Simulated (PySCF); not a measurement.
## Complete the spectrum of C5H3F3O

Species: C5H3F3O.
SMILES with atom numbers: `[O:1]=[C:2]1[CH:3]=[C:4]([C:5]([F:6])([F:7])[F:8])[CH2:9]1` (hydrogens: H10 on C3; H11, H12 on C9)

Computed with TDDFT PBE0/def2-SVPD, vertical, gas phase, core orbitals frozen in the response in PySCF. Isolated species at its GFN2-xTB geometry, gas phase. Torsions of this conformer, `[O:1]=[C:2]1[CH:3]=[C:4]([C:5]([F:6])([F:7])[F:8])[CH2:9]1`: C3–C4–C5–F6 -120°.

Lowest singlets, with some entries withheld (?).

| state | λ (nm) | f | main configurations (H = HOMO, L = LUMO) |
| --- | --- | --- | --- |
| S1 | 335.1 | ? | H→L (97%) |
| S2 | 209.7 | ? | H-1→L (93%) |
| S3 | 192.7 | ? | H→L+1 (95%) |
| S4 | 177.7 | ? | H-2→L (96%) |
| S5 | 167.2 | ? | H→L+2 (92%) |
| S6 | 164.7 | ? | H-4→L (95%) |

Task: What stands in place of each question mark?

Result: 
- S1: f = 0.0000
- S2: f = 0.166
- S3: f = 0.0005
- S4: f = 0.0005
- S5: f = 0.026
- S6: f = 0.0011

Task: How far apart are S3 and S5, in eV and cm⁻¹?

Result: 7.416 − 6.435 = 0.981 eV, or about 7910 cm⁻¹.

Task: Which level carries the most intensity, and what share of the listed sum of f?

Result: S2, with f = 0.166 of 0.194, 86%.

Task: Where do the lowest triplets lie (Tamm–Dancoff)?

Result: T1 3.24 eV, H→L (95%); T2 3.72 eV, H-1→L (95%). E(S1) − E(T1) = +0.46 eV.
